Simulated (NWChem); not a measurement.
## Lowest excitation of H2Sn

```
Sn
H 1 1.7815
H 1 1.7815 2 90.22
```
Charge 0, spin multiplicity 1.

The numbers come from NWChem runs, not from measurements. The geometry was optimised at PBE0/def2-SVP with def2 effective core potentials on Sn, a minimum by its harmonic frequencies.

Basis set: def2-SVPD. CR-EOMCCSD(T) is the triples correction to the same EOM-CCSD root.

```tsv
method	lowest vertical singlet excitation energy (eV)	difference from EOM-CCSD
CR-EOMCCSD(T)	2.38	-0.06
CIS	2.60	+0.16
TD-B3LYP	2.34	-0.10
EOM-CCSD	2.44	0.00
TDA-PBE0	2.48	+0.03
TD-PBE	2.30	-0.14
```

The values span 0.30 eV, from TD-PBE (lowest) to CIS (highest). 

Effective core potentials replace the inner electrons of Sn; spin-orbit coupling is left out. The correlated methods keep 4 core orbitals frozen. B3LYP has NWChem's definition, with VWN1-RPA local correlation. The structure started from a generated list of species. Differences from the coupled-cluster row are differences between methods, not errors against experiment.
